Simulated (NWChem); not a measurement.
HfO₂; SMILES [O]=[Hf]=[O]

```xyz
3

Hf     0.0000     0.0000     0.2455
O      1.4319     0.0000    -0.8426
O     -1.4319     0.0000    -0.8426
```
Atoms are numbered in this order, from 1.

Program: NWChem. Geometry: optimised at PBE-D3(BJ)/def2-SVP. def2 effective core potentials on Hf; no spin-orbit coupling. Level: PBE0/def2-SVPD; rows give the wavelength of the field.

For field 1065 nm:

| Item | Value |
|---|---|
| isotropic polarisability (bohr³) | 45.0 |
| anisotropy (bohr³) | 27.5 |

### Question
Estimate the same quantities for field static.

### Answer
| Property | Result |
|---|---|
| isotropic polarisability (bohr³) | 43.7 |
| anisotropy (bohr³) | 26.3 |
